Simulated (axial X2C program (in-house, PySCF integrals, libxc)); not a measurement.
**Which molecule has these constants?**

Calculated with an in-house all-electron X2C program for linear molecules (integrals from PySCF), spin-free (one-electron X2C) or two-component (2c: spin–orbit coupling with atomic mean-field Coulomb and Gaunt terms, which also bring small scalar terms), in Dyall basis sets with cores contracted in-house; open shells are unrestricted.

A two-component PBE0 calculation in a Dyall 3-zeta basis gave Re = 2.144 Å, ωe = 464.3 cm⁻¹, De = 3.67 eV, Ω = 3/2.

Which molecule is it?
A. SeO⁻
B. SeS⁻
C. TeSe⁻

B. The others have TeSe⁻ 2.466 Å and 270.4 cm⁻¹ (Ω = 3/2); SeO⁻ 1.716 Å and 774.3 cm⁻¹ (Ω = 3/2).

Each entry is the lowest single determinant of a limited PBE0 search at one distance. De goes to single-determinant-based atoms at the same level (for ions the charge split of lowest energy) and is withheld (n/a) where an atom does not fit its ground term or J level. Main or longest-lived isotopes. Some light 2c atoms are not at their ground J level, so De misses part of their lowering (0.04 eV or less). The functionals have no current term, which raises determinants with orbital currents.
